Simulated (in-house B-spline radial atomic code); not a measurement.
Results of a calculation; reference values are marked as such.
**Zr in an electron gas of r_s = 2: phase shifts, screening, friction and resistivity**

A nucleus sits in a uniform electron gas with a rigid positive background. The Kohn-Sham equations are solved self-consistently in the spin-unpolarised LDA (PW92), non-relativistic, on B-splines with outgoing waves at the boundary and partial waves to l = 8. The model has no lattice, no bands and no magnetic solution. Atomic units; δ_l are the phase shifts at the Fermi level, counted so that each bound state adds π, and good to about 0.0005.

The density parameter is r_s = 2 bohr, near that of the valence electrons of Si (4 per atom, density 2.33 g/cm³, mass 28.09 u, which gives r_s = 2.01).

| l | δ_l (rad) |
| --- | --- |
| 0 | 11.5006 |
| 1 | 8.9600 |
| 2 | 4.7736 |
| 3 | 0.0629 |
| 4 | 0.0114 |
| 5 | 0.0021 |
| 6 | 0.0002 |
| 7 | -0.0002 |
| 8 | -0.0003 |

Bound levels below the band bottom (hartree): s -13.51, p -10.79, d -5.817, s -1.258, p -0.5486 and deeper ones.

Task: Check the Friedel sum rule, and say where the screening charge sits.

Result: k_F = (9π/4)^(1/3)/r_s = 0.95958. The rule is Z = (2/π) Σ (2l + 1) δ_l. The terms are s 7.322, p 17.112, d 15.195, f 0.280 and 0.077 beyond, in all 39.986 against Z = 40. Bound states hold 8 s, 18 p, 10 d electrons, so the scattering states carry 3.99 in all; where a term is smaller than its bound count, the bound level has drawn weight out of the band.

Task: Find the transport cross section and the electronic stopping of a 5 keV Zr ion (mass 91.22 u).

Result: σ_tr = (4π/k_F²) Σ (l + 1) sin²(δ_l − δ_(l+1)). The terms for l = 0 to 3 are 0.3197, 1.4959, 3.0000, 0.0106, all together 4.8266, so σ_tr = 13.647 × 4.8266 = 65.871 bohr². With n = 3/(4π r_s³) = 0.02984, the friction coefficient is Q = n k_F σ_tr = 1.8862. For v well below v_F = 0.960, dE/dx = Q v; with 24801 eV per u at v = 1, v = √(5000/(24801 × 91.22)) = 0.0470, so dE/dx = 0.08868 hartree/bohr = 45.6 eV/nm. The largest term couples the d and f waves.

Task: What residual resistivity would 1 atomic per cent of such centres give in a metal of this density?

Result: Δρ = k_F n_i σ_tr/n in atomic units of 21.74 μΩ·cm. With one host atom per 4 electrons, n_i/n = 0.01/4, so Δρ = 0.9596 × 0.00250 × 65.871 × 21.74 = 3.44 μΩ·cm. This is an atom added to the gas, as on an interstitial site.

Task: On a substitutional site the background of one host ion, a sphere holding 4 charges, is taken out. The phase shifts for l = 0 to 4 become 11.1700, 8.6930, 3.9615, -0.0444, -0.0158. What follows?

Result: The Friedel sum is now 36.00, for Z − 4 = 36. The sum in σ_tr is 4.1194, so σ_tr = 56.22 bohr² and Δρ = 2.93 μΩ·cm per atomic per cent, 0.85 times the value above. A real host ion scatters too, so this model doesn't give zero even for the host's own atom.
